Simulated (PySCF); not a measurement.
CaF, SMILES [F][Ca+], charge +1. The structure is a stationary point at B3LYP-D3(BJ)/def2-TZVPD. The multiplicity is an assumed one; other spin states were not compared.

All values below come from B3LYP-D3(BJ)/def2-TZVPD in PySCF.

Harmonic wavenumbers (cm⁻¹): 682. Rotational constants (GHz): 11.03 (linear); symmetry number 1.

Problem. Work out the zero-point energy and the ideal-gas rigid-rotor harmonic-oscillator thermochemistry at 298.15 K and 1 atm.

Solution. ZPE = ½ Σ hcν = ½ × 682 cm⁻¹ = 4.08 kJ/mol. H − E(el) = 13.07 kJ/mol. Entropy in J/(mol K): translation 159.62, rotation 60.98, vibration 1.37, total 221.97. G − E(el) = -53.11 kJ/mol. Cp = 32.72 J/(mol K).
